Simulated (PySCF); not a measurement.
C₈H₇ (charge +1).
InChI=1S/C8H7/c1-2-8-6-4-3-5-7-8/h1,3-8H/q+1

Method: TDDFT B3LYP/def2-SVPD, vertical, gas phase, core orbitals frozen in the response in PySCF. Geometry: GFN2-xTB; no solvent, vibrations or thermal averaging.

Orbital energies (eV): HOMO-3 -14.93, HOMO-2 -13.21, HOMO-1 -12.22, HOMO -12.09, LUMO -8.76, LUMO+1 -6.11, LUMO+2 -4.04.

Computed singlets:

```tsv
state	E (eV)	f
S1	2.56	0.017
S2	2.57	0.0009
S3	4.18	0.093
S4	5.13	0.0043
S5	5.23	0.012
S6	5.30	0.014
S7	5.65	0.0031
S8	5.75	0.070
```

**Question.** Assign a leading configuration to S1, S2, S3, S4, S6 and S8 and set E beside the orbital difference Δε.

**Answer.** 

| state | leading configuration | weight | Δε (eV) | E (eV) | E − Δε (eV) | f | other configurations |
| --- | --- | --- | --- | --- | --- | --- | --- |
| S1 | HOMO→LUMO | 0.99 | 3.33 | 2.56 | -0.78 | 0.017 | – |
| S2 | HOMO-1→LUMO | 0.99 | 3.46 | 2.57 | -0.90 | 0.0009 | – |
| S3 | HOMO-2→LUMO | 0.95 | 4.46 | 4.18 | -0.28 | 0.093 | – |
| S4 | HOMO→LUMO+1 | 0.73 | 5.98 | 5.13 | -0.85 | 0.0043 | H-4→L (26%) |
| S6 | HOMO-1→LUMO+1 | 0.95 | 6.11 | 5.30 | -0.81 | 0.014 | – |
| S8 | HOMO-3→LUMO | 0.71 | 6.17 | 5.75 | -0.42 | 0.070 | H-2→L+1 (22%) |

E − Δε runs from -0.90 to -0.28 eV. Among themselves, these states come in the order of their orbital differences.

H and L stand for HOMO and LUMO. The other states: S5 5.23 eV, f 0.012, H-4→L (73%), H→L+1 (24%); S7 5.65 eV, f 0.0031, H-5→L (95%).

**Question.** Pair triplets and singlets of the same leading configuration (75% or more in both) and give the splittings.

**Answer.** 

| configuration | triplet | E(T) (eV) | singlet | E(S) (eV) | E(S) − E(T) (eV) |
| --- | --- | --- | --- | --- | --- |
| HOMO→LUMO | T2 | 2.32 | S1 | 2.56 | +0.24 |

The 3 triplets are Tamm–Dancoff values, the singlets full response.

Summed over the main configurations (up to three a state, each over 8%) of all 8 singlets, the electron leaves HOMO with weight 1.96, HOMO-1 with weight 1.94, HOMO-2 with weight 1.17 and HOMO-4 with weight 0.99.

On an Arm Neoverse V1 with one thread (shared host), this took 31 s of wall time.
